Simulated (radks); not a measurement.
Values are calculated unless marked as measured or tabulated.
Task: The nitrogen anion N3-, [Ne], held by a Watson sphere: a shell of charge +3 at radius R that stands for the Madelung well of a crystal (potential energy -3/R inside, -3/r outside, in hartree with lengths in bohr). Level of theory: non-relativistic Kohn-Sham, r2SCAN, spin-polarised, spherical densities, point nucleus; meta-GGA in the generalised Kohn-Sham scheme (a radial shooting solver on a logarithmic mesh with Libxc functionals).

R (bohr)  e(1s) (eV)  e(2s) (eV)  e(2p) (eV)  <r> 2p (bohr)  sum of <r^2> (bohr^2)  X-ray form factor at sin(theta)/lambda = 0.2 1/angstrom
2.74         -383.13     -16.604      -5.561          2.037                  38.75                                                    4.735
2.79         -383.15     -16.460      -5.442          2.057                  39.49                                                    4.714
3.19         -383.23     -15.514      -4.613          2.214                  45.74                                                    4.594
3.42         -383.23     -15.108      -4.224          2.304                  49.61                                                    4.552
3.61         -383.23     -14.833      -3.945          2.378                  52.97                                                    4.530
3.73         -383.22     -14.683      -3.785          2.425                  55.17                                                    4.520
3.74         -383.22     -14.671      -3.772          2.429                  55.36                                                    4.520

Estimate the row for R = 2.83 bohr.

Result: e(1s) (eV) -383.16; e(2s) (eV) -16.350; e(2p) (eV) -5.349; <r> 2p (bohr) 2.073; sum of <r^2> (bohr^2) 40.09; X-ray form factor at sin(theta)/lambda = 0.2 1/angstrom 4.699.
